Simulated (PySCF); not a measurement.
Species: C₂H₇ClOSi.
SMILES with atom numbers: `[CH3:1][CH2:2][O:3][SiH2:4][Cl:5]` (hydrogens: H6, H7, H8 on C1; H9, H10 on C2; H11, H12 on Si4)

Structure used (PBE0-D3(BJ)/def2-SVP), in Å, numbered top down from 1:
```
atom  x, y, z in Å
C1     1.934    0.189    0.093
C2     0.572    0.003   -0.530
O3    -0.393   -0.117    0.492
Si4   -2.027   -0.178    0.264
Cl5   -2.878   -0.118    2.133
H6     1.951    1.098    0.712
H7     2.708    0.277   -0.684
H8     2.179   -0.668    0.737
H9     0.565   -0.902   -1.167
H10    0.331    0.861   -1.188
H11   -2.442   -1.447   -0.395
H12   -2.498    1.000   -0.519
```

Computed at PBE0/pcSseg-1 (PySCF, non-relativistic), with Q(17O) = −0.0256 b, Q(35Cl) = −0.0817 b: O3, 17O (I = 5/2): χzz = -10.30 MHz, η = 0.492; Cl5, 35Cl (I = 3/2): χzz = -43.23 MHz, η = 0.088.

(1) Where would the pure quadrupole (NQR) lines of 17O at O3 fall for the rigid, isolated species?

(2) Where would the pure quadrupole (NQR) lines of 35Cl at Cl5 fall for the rigid, isolated species?

(3) Apply the simplest Townes–Dailey estimate (no s hybridisation, no π bonding), ionic character = 1 − χzz/χ0, where χ0 is the coupling for one missing p electron along the bond: −109.74 MHz for 35Cl.

## Answers

(1) From the eigenvalues of H = χ/[4I(2I − 1)] × [3Iz² − I(I + 1) + η(Ix² − Iy²)], steps between neighbouring levels, labelled as for η = 0: ±1/2↔±3/2 1.906 MHz, ±3/2↔±5/2 2.960 MHz (silyl ether oxygen).

(2) From ν = (|χ|/2)√(1 + η²/3): ν = 21.64 MHz (silicon-bound chlorine). For 37Cl the ratio of quadrupole moments, 0.7881, gives 17.06 MHz.

(3) Cl5 on Si4: 1 − (-43.23)/(-109.74) = 0.61. In this model a purely covalent bond gives χ0 and a free halide ion gives zero; s hybridisation or π bonding, where present, is counted here as ionic character.

In a crystal, neighbours and librations shift these lines. The small basis limits the accuracy of the gradients.

One conformer stands for the species.
